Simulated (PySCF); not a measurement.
Excitations are Tamm–Dancoff values on a coarser integration grid. The basis has no diffuse functions, so Rydberg states are missing or too high.

# C₄H₁₂O₄Sn, SMILES `C[O][Sn]([O]C)([O]C)[O]C` (charge 0, multiplicity 1)

These are PBE-D3(BJ)/def2-TZVP // PBE0-D4/def2-SVP run with PySCF values and carry that method's errors.

```
Property                                 Result
----------------------  -----------------------
HOMO                                   -6.34 eV
dipole moment                            0.00 D
HOMO–LUMO gap                           3.69 eV
LUMO                                   -2.65 eV
S1 excitation (TDA)                     3.80 eV
S1 oscillator strength                    0.000
total energy                       -674.5178 Ha
cost                    roughly 50 core-minutes
```

```xyz
21

C     -2.2828    -0.5214    -1.7957
O     -0.8878    -0.6129    -1.6433
Sn     0.0000     0.0001    -0.0001
O     -0.1371    -1.1773     1.5681
C      0.6432    -2.3423     1.6752
O     -0.8904     1.6788     0.5033
C     -0.7186     2.2401     1.7812
O      1.9154     0.1116    -0.4281
C      2.3582     0.6235    -1.6607
H     -2.5219    -0.6973    -2.8574
H     -2.6820     0.4709    -1.5189
H     -2.8205    -1.2834    -1.2013
H      1.7101    -2.1685     1.4470
H      0.5749    -2.7039     2.7144
H      0.2806    -3.1521     1.0150
H      0.2743     2.7121     1.9019
H     -1.4797     3.0267     1.9130
H     -0.8477     1.5046     2.5955
H      2.2655     1.7243    -1.7154
H      3.4263     0.3734    -1.7697
H      1.8200     0.1929    -2.5242
```
